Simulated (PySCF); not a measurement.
Species: C6H7FO.
SMILES: `C=CO/C=C(/F)C=C`

Computed, not measured: TDDFT PBE0/def2-SVPD, vertical, gas phase, core orbitals frozen in the response (PySCF). Geometry: GFN2-xTB, one conformer, isolated molecule. Torsions of this conformer, `[CH2:1]=[CH:2][O:3]/[CH:4]=[C:5](/[F:6])[CH:7]=[CH2:8]`: C1–C2–O3–C4 180°, C2–O3–C4–C5 180°, C4–C5–C7–C8 180°.

```json
{"state": "S1", "E (eV)": "4.79", "E (hartree)": "0.1761", "f": "0.582", "symmetry": "A′", "main configurations (H = HOMO, L = LUMO)": "H→L (94%)"}
{"state": "S2", "E (eV)": "5.61", "E (hartree)": "0.2063", "f": "0.139", "symmetry": "A′", "main configurations (H = HOMO, L = LUMO)": "H→L+1 (94%)"}
{"state": "S3", "E (eV)": "5.97", "E (hartree)": "0.2194", "f": "0.017", "symmetry": "A″", "main configurations (H = HOMO, L = LUMO)": "H→L+2 (84%), H→L+3 (12%)"}
{"state": "S4", "E (eV)": "6.08", "E (hartree)": "0.2234", "f": "0.0001", "symmetry": "–", "main configurations (H = HOMO, L = LUMO)": "H→L+3 (84%), H→L+2 (13%)"}
{"state": "S5", "E (eV)": "6.35", "E (hartree)": "0.2334", "f": "0.192", "symmetry": "A′", "main configurations (H = HOMO, L = LUMO)": "H-1→L (87%)"}
{"state": "S6", "E (eV)": "6.53", "E (hartree)": "0.2401", "f": "0.0049", "symmetry": "A″", "main configurations (H = HOMO, L = LUMO)": "H→L+4 (95%)"}
```

Triplets (Tamm–Dancoff): T1 2.82 eV, H→L (89%); T2 4.10 eV, H→L+1 (60%), H-1→L+1 (31%).

The lowest singlet lies at 4.79 eV (259 nm, ultraviolet) and is strong; its leading configuration is HOMO→LUMO (94%). The lowest level is also the most intense of those listed (f = 0.582). Löwdin shares by element: HOMO carbon 47% or more, oxygen 18% (atoms not listed hold the other 36%); LUMO carbon 78% or more (atoms not listed hold the other 22%). Weighted by f, the mean energy of these states is 5.27 eV. Orbital energies (eV): HOMO-3 -10.12, HOMO-2 -9.11, HOMO-1 -7.91, HOMO -6.19, LUMO -1.02, LUMO+1 0.22, LUMO+2 0.88. The oscillator strengths of these states sum to 0.936; summed over the whole spectrum of an exact calculation they would give the number of electrons, 60 (Thomas–Reiche–Kuhn). Symmetry labels in Cs follow from the direction of the transition dipole and are given only for states with f of 0.002 or more. Singlets were solved by full linear response, triplets in the Tamm–Dancoff approximation.
